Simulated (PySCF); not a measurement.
## How the method changes the constants of PbBr

State: ²Π (doublet), unpaired electrons π ↑. Set-up: Pb def2-TZVPP with ECP60, Br def2-TZVPP; scalar-relativistic core potentials (PySCF 2.14). De refers to Pb + Br in their high-spin ground configurations, without counterpoise correction. The functionals are run spin-unrestricted. A positive dipole means Pb(−)Br(+).

| Level | Re (Å) | ωe (cm⁻¹) | De (eV) | μ (D) |
| --- | --- | --- | --- | --- |
| UHF | 2.644 | 204 | 2.18 | -4.31 |
| UHF-MP2 | 2.598 | 218 | 3.41 | n/a |
| UHF-SCS-MP2 | 2.615 | 213 | 3.29 | n/a |
| UHF-CCSD | 2.614 | 213 | 3.14 | n/a |
| UHF-CCSD(T) | 2.614 | 213 | 3.27 | n/a |
| LDA | 2.576 | 220 | 4.18 | -2.90 |
| PBE | 2.629 | 205 | 3.62 | -3.26 |
| BLYP | 2.665 | 196 | 3.47 | -3.40 |
| r²SCAN | 2.613 | 211 | 3.54 | -3.39 |
| B3LYP | 2.639 | 204 | 3.40 | -3.59 |
| PBE0 | 2.607 | 212 | 3.45 | -3.50 |
| BHandHLYP | 2.620 | 210 | 3.22 | -3.83 |
| ωB97X-V | 2.600 | 215 | 3.49 | -3.75 |

The bond length runs from 2.576 Å (LDA) to 2.665 Å (BLYP). De spans 2.18 eV (UHF, mean field) to 4.18 eV (LDA, local density). Correlation at CCSD(T) changes the Hartree–Fock bond energy by +1.09 eV; the triples alone change it by +0.13 eV.

Correlated steps freeze 13 core orbitals. These are scalar-relativistic numbers at best; spin–orbit coupling would shift them, the dissociation energy most. Counting both spins, an empty level lies below a filled one in some of these solutions, because spin and occupation are held. The state is the lowest determinant that a PBE0 search found; another state may lie lower at other levels.

The whole job (state search and all levels along the bond) took about 22 min on 2 threads of Arm Neoverse V2 (shared host), peak memory 3.2 GiB.
